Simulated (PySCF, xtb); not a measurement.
InH, SMILES [InH] (connectivity only; charge and spin as stated), neutral, multiplicity 1.

Harmonic wavenumbers (cm⁻¹) from GFN2-xTB run with xtb 6.7.1 at its own minimum, in rising order: 1115.

Question: What does PBE-D3(BJ)/def2-TZVPD (PySCF 2.14.0) give at its own minimum? (The exact figures need the calculation; the answer reports its results.)

Answer: 1390. Paired by order, the mean absolute difference is 275 cm⁻¹ and the zero-point energies are 1.6 and 2.0 kcal/mol.
